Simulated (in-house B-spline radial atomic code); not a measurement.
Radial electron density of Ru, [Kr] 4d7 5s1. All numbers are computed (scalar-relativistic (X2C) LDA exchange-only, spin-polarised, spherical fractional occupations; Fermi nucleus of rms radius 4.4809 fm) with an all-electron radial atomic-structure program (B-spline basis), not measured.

One-electron X2C: radii and densities carry no picture-change correction, so inner-shell <1/r> comes out high (for 1s by about 2 % at Z = 33, 5 % at 54, 10 % at 75, 30 % at 118) and <r> low.

Columns: r (bohr), 4πr²n(r) (electrons per bohr), bar.

```
 0.00108    1.554 #
 0.00134    2.216 #
 0.00166    3.138 ##
 0.00206     4.43 ###
 0.00256     6.22 ####
 0.00318    8.644 #####
 0.00394    11.83 #######
 0.00489    15.98 ##########
 0.00607     21.2 #############
 0.00753    27.46 #################
 0.00935     34.6 ######################
  0.0116    42.02 ###########################
  0.0144     48.9 ###############################
  0.0179    54.02 ##################################
  0.0222    56.17 ###################################
  0.0275    54.93 ###################################
  0.0342     51.2 ################################
  0.0424     47.8 ##############################
  0.0526    48.23 ##############################
  0.0653    54.43 ##################################
  0.0811    63.89 ########################################
   0.101    69.65 ############################################
   0.125    65.65 #########################################
   0.155    54.11 ##################################
   0.192    45.36 #############################
   0.239    47.18 ##############################
   0.296    53.61 ##################################
   0.368    51.07 ################################
   0.456    36.33 #######################
   0.567    20.32 #############
   0.703    13.69 #########
   0.873    13.92 #########
    1.08    13.45 ########
    1.34     9.98 ######
    1.67    5.884 ####
    2.07      3.2 ##
    2.57    1.735 #
    3.19   0.9253 #
    3.96   0.4427 
    4.91   0.1742 
     6.1  0.05132 
    7.57  0.01069 
    9.39 0.001464 
    11.7 0.0001157
```

On this grid the curve has 4 maxima, near 0.0222, 0.101, 0.296, 0.873 bohr.

The 5s up radial function P(r) = rR(r), positive near the nucleus:

```
r (bohr)         P
0.000455  0.006748
  0.0007  0.009715
 0.00108   0.01395
 0.00166    0.0198
 0.00256   0.02781
 0.00394   0.03818
 0.00607   0.05062
 0.00935   0.06321
  0.0144   0.07092
  0.0222   0.06396
  0.0342   0.02937
  0.0653  -0.07477
   0.101   -0.1137
   0.155  -0.03217
   0.239    0.1349
   0.368    0.1343
   0.567   -0.1383
   0.873    -0.261
    1.34   0.08812
    2.07    0.5202
    3.19      0.58
    4.91    0.3273
    7.57   0.08909
    11.7  0.009273
```
